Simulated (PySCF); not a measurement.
## How methods differ on the interval between two levels of Se

Se [Ar] 3d10 4s2 4p4 [3P2, M_J = 2] → Se [Ar] 3d10 4s1 4p4 4d1 [5F5, M_J = 5], as a difference of total energies. Calculation: PySCF 2.14, in x2c-SVPall-2c with one added diffuse shell each of s, p, d type (6s7p4d, 47 functions); the two-component X2C-1e Hamiltonian. Correlated levels: [Ne] frozen; the 6 highest virtual spinors dropped. "Screened" scales the spin-orbit matrix elements by Boettger's factors to mimic the two-electron term; Breit and QED terms are absent.

```csv
method,interval between two levels (cm⁻¹)
GHF (spin-free),153960
GMP2 (spin-free),159780
GHF (screened spin-orbit),154020
GMP2 (screened spin-orbit),159780
```

The labels give the starting determinants; with spin-orbit coupling the two ends relaxed to ⟨J²⟩ = 6.01, ⟨L²⟩ = 2.07, ⟨S²⟩ = 1.97 and ⟨J²⟩ = 30.02, ⟨L²⟩ = 12.03, ⟨S²⟩ = 6.00.

The promoted electron is Rydberg-like, and one or two diffuse shells describe it only roughly, which tends to raise the upper state.
